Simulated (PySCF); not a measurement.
# Computed properties of Mg(Br)(Me) (CH3BrMg), SMILES [CH3][Mg][Br]

Mg(Br)(Me) (CH3BrMg), SMILES [CH3][Mg][Br]. Geometry: PBE0-D3(BJ)/def2-TZVP. The values are those of a single conformer. All values are computed for the isolated molecule unless a solvent is named; none is compared with measurement here.

**Structure.** The optimised structure has C3v symmetry. All 12 harmonic modes at PBE0-D3(BJ)/def2-TZVP (PySCF) are real, so it is a minimum. With heavy atoms numbered as in [Mg:1]([Br:2])[CH3:3], the shortest bond between them is Mg1–C3 at 2.068 Å and the longest Mg1–Br2 at 2.346 Å.

**Vibrations.** The strongest infrared lines (harmonic, unscaled, degenerate partners summed) lie at 582 cm⁻¹ (147 km/mol, H 81 %, C 15 %), 608 cm⁻¹ (79 km/mol, Mg 56 %, C 33 %, H 9 %), 100 cm⁻¹ (51 km/mol, Mg 63 %, C 16 %, H 16 %). The softest mode is at 100 cm⁻¹ and the zero-point energy is 22.3 kcal/mol.

**Electronic structure.** B3LYP/def2-TZVPD (PySCF) places the frontier levels at -7.37 and -1.42 eV, a gap of 5.95 eV, and gives a dipole moment of 2.17 D and a mean polarisability of 64.1 bohr³.

**Excitations.** TDA-ωB97X/def2-SVPD (PySCF) has S1 at 6.17 eV (201 nm, f = 0.378, bright); the most intense of the 10 singlets computed lies at 8.10 eV (f = 0.41). Strengths of degenerate partners are summed. T1 (TDA) is at 5.17 eV, 1.00 eV under S1. No vertical singlet excitation falls in the visible range (under 3.1 eV).

**NMR.** GIAO shifts at HF/pcSseg-2 (PySCF) (non-relativistic, atoms alike by connectivity averaged): ¹³C at -21.9 ppm against TMS; ¹H at -0.7 ppm against TMS. Without spin–orbit terms, shifts of atoms bonded to Cl or Br come out too high.
